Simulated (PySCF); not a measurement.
A run for PySCF: R-HF/3-21G on CH4BClO (SMILES CB(O)Cl), a point of a torsion scan.

```python
from pyscf import gto, scf, dft, mp
from pyscf.data.elements import chemcore

mol = gto.M(
    atom='''
    C    -0.88858152   -0.17848617    0.04987603
    B     0.61163225    0.34805830    0.07542756
    O     1.65507915   -0.27644453   -0.47997314
    Cl    0.98527941    1.85281078    0.84801979
    H    -1.45010916    0.32618903   -0.73504524
    H    -0.95300562   -1.24720162   -0.14444219
    H    -1.40882791    0.02754629    0.98107561
    H     1.50310707   -1.11181044   -0.92228436
    ''',
    basis='3-21g',
    charge=0, spin=0, verbose=3, max_memory=1800)
mf = scf.RHF(mol)
mf.conv_tol = 1e-8
mf.max_cycle = 100
mf.kernel()
if not mf.converged:
    mf = mf.newton().run(mf.mo_coeff, mf.mo_occ)
```

Question: What total energy does the run end on?

Answer: -596.3757 hartree.
